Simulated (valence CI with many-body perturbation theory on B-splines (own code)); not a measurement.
# E1 line list for Tl⁶⁸⁺

Calculated by valence CI with perturbative core correlation (CI+MBPT): three valence electrons over a frozen Dirac-Fock core [Ne], a basis of 11 s, 11 p, 10 d, 8 f, 5 g, 2 h functions for each j, with the one-electron correlation potential Σ1, the two-electron term Σ2, the three-electron term Σ3, Breit, model QED; selected CI, second order for the rest, scaled by the run's own slope (own B-spline code, finite nucleus).

No measured spectrum was set against this ion. As an estimate, large intervals hold to a few tenths of a per cent, small ones and those within an open d or f shell to about a per cent.

Lines 151 to 200 of 584 in falling wavelength, among levels below 4106.8 eV, chosen from the strongest by gf and those to the six lowest levels. Wavelengths and rates use the calculated energies. Electric multipoles are in the length gauge, E1 and E2 with the static RPA response of the core. Weak lines are less certain than strong ones. Lines between different terms over intervals too small for the method are left out, as are lines whose strength nearly cancels. The highest levels of a list are the least certain.

Levels are named by their leading jj configuration (3d3/2^4 stands for four electrons in 3d with j = 3/2), which in mixed levels can hold well under half, so a name can repeat and another be missing. Letters in brackets count levels of one name in rising energy.

| λ vac (nm) | Upper | Lower | A (s⁻¹) | S (a.u.) |
| --- | --- | --- | --- | --- |
| 3.308 | (3p3/2 3d3/2 3d5/2) J=5/2 [c] | (3p3/2^2 3d3/2) J=5/2 | 3.33e+11 | 3.57e-02 |
| 3.308 | (3s 3d5/2^2) J=1/2 | (3s 3p3/2 3d5/2) J=3/2 [b] | 5.88e+11 | 2.10e-02 |
| 3.307 | (3d3/2^2 3d5/2) J=3/2 | (3p3/2 3d3/2^2) J=3/2 [a] | 2.42e+11 | 1.72e-02 |
| 3.306 | (3p3/2 3d3/2 3d5/2) J=1/2 [b] | (3p3/2^2 3d3/2) J=3/2 [b] | 5.40e+11 | 1.92e-02 |
| 3.302 | (3p1/2 3p3/2 3d5/2) J=3/2 [b] | (3p1/2 3p3/2^2) J=1/2 | 2.77e+11 | 1.97e-02 |
| 3.299 | (3p1/2 3d3/2 3d5/2) J=5/2 [a] | (3p1/2 3p3/2 3d3/2) J=5/2 [a] | 1.60e+11 | 1.70e-02 |
| 3.298 | (3p3/2 3d5/2^2) J=3/2 [b] | (3p3/2^2 3d5/2) J=5/2 [b] | 3.91e+11 | 2.77e-02 |
| 3.297 | (3p3/2 3d3/2 3d5/2) J=9/2 [b] | (3p3/2^2 3d3/2) J=7/2 | 7.82e+11 | 1.38e-01 |
| 3.294 | (3d3/2 3d5/2^2) J=3/2 [a] | (3p3/2 3d3/2 3d5/2) J=5/2 [b] | 2.54e+11 | 1.79e-02 |
| 3.291 | (3s 3p3/2 3d5/2) J=5/2 [b] | (3s 3p3/2^2) J=3/2 | 7.52e+11 | 7.93e-02 |
| 3.291 | (3d3/2 3d5/2^2) J=3/2 [a] | (3p3/2 3d3/2 3d5/2) J=3/2 [a] | 3.52e+11 | 2.47e-02 |
| 3.290 | (3p3/2 3d3/2 3d5/2) J=3/2 [b] | (3p3/2^2 3d3/2) J=1/2 | 3.64e+11 | 2.56e-02 |
| 3.288 | (3p1/2 3d3/2 3d5/2) J=7/2 [b] | (3p1/2 3p3/2 3d3/2) J=5/2 [b] | 3.76e+11 | 5.28e-02 |
| 3.287 | (3p3/2^2 3d5/2) J=5/2 [b] | (3p3/2^3) J=3/2 | 8.80e+11 | 9.26e-02 |
| 3.286 | (3s^2 3d5/2) J=5/2 | (3s^2 3p3/2) J=3/2 | 4.43e+11 | 4.66e-02 |
| 3.284 | (3d3/2 3d5/2^2) J=3/2 [b] | (3p3/2 3d3/2 3d5/2) J=5/2 [d] | 5.18e+11 | 3.62e-02 |
| 3.284 | (3s 3p1/2 3d5/2) J=7/2 | (3s 3p1/2 3p3/2) J=5/2 | 3.09e+11 | 4.32e-02 |
| 3.280 | (3s 3d5/2^2) J=5/2 | (3s 3p3/2 3d5/2) J=3/2 [a] | 1.09e+11 | 1.14e-02 |
| 3.279 | (3p1/2 3p3/2 3d5/2) J=5/2 [b] | (3p1/2 3p3/2^2) J=3/2 | 6.67e+11 | 6.96e-02 |
| 3.277 | (3d3/2 3d5/2^2) J=7/2 [a] | (3p3/2 3d3/2 3d5/2) J=7/2 [a] | 2.39e+11 | 3.32e-02 |
| 3.272 | (3p1/2 3d3/2 3d5/2) J=3/2 [b] | (3p1/2 3p3/2 3d3/2) J=1/2 [b] | 2.33e+11 | 1.61e-02 |
| 3.266 | (3s 3d3/2 3d5/2) J=5/2 [a] | (3s 3p3/2 3d3/2) J=3/2 [a] | 3.61e+11 | 3.73e-02 |
| 3.266 | (3p3/2 3d5/2^2) J=3/2 [b] | (3p3/2^2 3d5/2) J=3/2 | 8.83e+11 | 6.07e-02 |
| 3.262 | (3s 3p3/2 3d5/2) J=7/2 [a] | (3s 3p3/2^2) J=5/2 | 4.72e+11 | 6.47e-02 |
| 3.256 | (3d3/2 3d5/2^2) J=1/2 | (3p3/2 3d3/2 3d5/2) J=3/2 [a] | 2.80e+11 | 9.54e-03 |
| 3.253 | (3d3/2 3d5/2^2) J=11/2 | (3p3/2 3d3/2 3d5/2) J=11/2 | 1.75e+11 | 3.57e-02 |
| 3.253 | (3d3/2 3d5/2^2) J=1/2 | (3p3/2 3d3/2 3d5/2) J=1/2 [a] | 3.32e+11 | 1.13e-02 |
| 3.250 | (3s 3p1/2 3d5/2) J=5/2 [a] | (3s 3p1/2 3p3/2) J=3/2 [a] | 4.06e+11 | 4.13e-02 |
| 3.244 | (3p1/2 3p3/2 3d5/2) J=7/2 [b] | (3p1/2 3p3/2^2) J=5/2 | 5.22e+11 | 7.03e-02 |
| 3.243 | (3s 3p3/2 3d5/2) J=3/2 [b] | (3s 3p3/2^2) J=1/2 | 3.66e+11 | 2.46e-02 |
| 3.242 | (3s 3d5/2^2) J=5/2 | (3s 3p3/2 3d5/2) J=7/2 [a] | 1.09e+11 | 1.10e-02 |
| 3.242 | (3p1/2 3d5/2^2) J=1/2 | (3p1/2 3p3/2 3d5/2) J=3/2 [b] | 6.35e+11 | 2.14e-02 |
| 3.241 | (3d3/2 3d5/2^2) J=5/2 [a] | (3p3/2 3d3/2 3d5/2) J=5/2 [a] | 1.49e+11 | 1.50e-02 |
| 3.234 | (3d3/2 3d5/2^2) J=3/2 [b] | (3p3/2 3d3/2 3d5/2) J=3/2 [c] | 1.47e+11 | 9.83e-03 |
| 3.234 | (3p3/2 3d3/2 3d5/2) J=5/2 [c] | (3p3/2^2 3d3/2) J=3/2 [a] | 2.81e+11 | 2.81e-02 |
| 3.232 | (3p1/2 3d5/2^2) J=9/2 | (3p1/2 3p3/2 3d5/2) J=9/2 | 1.61e+11 | 2.67e-02 |
| 3.225 | (3p1/2^2 3d5/2) J=5/2 | (3s 3p1/2 3d3/2) J=3/2 [a] | 1.43e+11 | 1.42e-02 |
| 3.224 | (3s 3d3/2 3d5/2) J=3/2 [a] | (3s 3p3/2 3d3/2) J=1/2 [a] | 3.26e+11 | 2.16e-02 |
| 3.222 | (3p1/2 3d5/2^2) J=5/2 | (3p1/2 3p3/2 3d5/2) J=5/2 [a] | 4.26e+11 | 4.22e-02 |
| 3.217 | (3d3/2 3d5/2^2) J=7/2 [b] | (3p3/2 3d3/2 3d5/2) J=7/2 [b] | 3.37e+11 | 4.43e-02 |
| 3.213 | (3p1/2 3d5/2^2) J=3/2 | (3p1/2 3p3/2 3d5/2) J=3/2 [a] | 4.25e+11 | 2.79e-02 |
| 3.213 | (3p1/2 3d5/2^2) J=7/2 | (3p1/2 3p3/2 3d5/2) J=7/2 [a] | 1.71e+11 | 2.24e-02 |
| 3.202 | (3p3/2 3d3/2 3d5/2) J=3/2 [b] | (3p3/2^2 3d3/2) J=3/2 [a] | 2.82e+11 | 1.83e-02 |
| 3.199 | (3p3/2 3d3/2 3d5/2) J=3/2 [c] | (3p3/2^2 3d3/2) J=1/2 | 1.97e+11 | 1.27e-02 |
| 3.199 | (3s 3d5/2^2) J=1/2 | (3s 3p3/2 3d5/2) J=1/2 | 2.95e+11 | 9.53e-03 |
| 3.189 | (3s 3p1/2 3d5/2) J=5/2 [b] | (3s 3p1/2 3p3/2) J=5/2 | 9.84e+10 | 9.45e-03 |
| 3.183 | (3d3/2 3d5/2^2) J=9/2 | (3p3/2 3d3/2 3d5/2) J=9/2 [a] | 2.25e+11 | 3.59e-02 |
| 3.181 | (3s 3d3/2 3d5/2) J=9/2 | (3s 3p3/2 3d3/2) J=7/2 | 4.78e+11 | 7.59e-02 |
| 3.179 | (3d5/2^3) J=9/2 | (3p3/2 3d5/2^2) J=11/2 | 6.04e+10 | 9.57e-03 |
| 3.167 | (3s 3d5/2^2) J=5/2 | (3s 3p3/2 3d5/2) J=5/2 [a] | 5.90e+11 | 5.55e-02 |
